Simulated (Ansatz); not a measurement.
Two isomers of C2H5AlO2: A = `C[O][Al]1[CH2][O]1`, B = `C1O[CH2][AlH][O]1`.

Calculated with Ansatz (gas phase, PBE0-D4/def2-TZVP geometries, no zero-point term in ΔE). CCSD(T)/CBS is the MP2 limit (def2-TZVPP, def2-QZVPP) plus CCSD(T) − MP2 in def2-TZVPP, frozen cores. Functionals use def2-TZVPP. B3LYP here is the variant with VWN-RPA as its local correlation; programs differ in this. Each species was taken in one conformer, which may not be the lowest.

(1) Which is lower in electronic energy at CCSD(T)/CBS, and by how much? (Estimate.)

(2) Give E(B) − E(A) in kJ/mol with PBE0-D4, CCSD(T)/def2-TZVPP, r2SCAN-D4, B2PLYP, MP2/def2-TZVPP, ωB97M-V, B3LYP. (An estimate is asked.)

Largest T1 diagnostic: 0.014.

## Answers

(1) Computed: B, by 0.3 kJ/mol. So small a gap doesn't settle the order.

(2) The calculation gave: PBE0-D4 -12.4, CCSD(T)/def2-TZVPP -3.3, r2SCAN-D4 -2.0, B2PLYP 4.8, MP2/def2-TZVPP 4.6, ωB97M-V -8.2, B3LYP 5.0. The order is the other way round with B2PLYP, MP2/def2-TZVPP, B3LYP.

From PBE to PBE0 (25 % exact exchange), in def2-TZVPP and without D4, E(B) − E(A) moves by −6.3 kJ/mol. In def2-TZVPP, CCSD(T) changes the Hartree–Fock value by +7.0 kJ/mol (the triples alone add −0.1 kJ/mol) and MP2 by +14.9 kJ/mol.
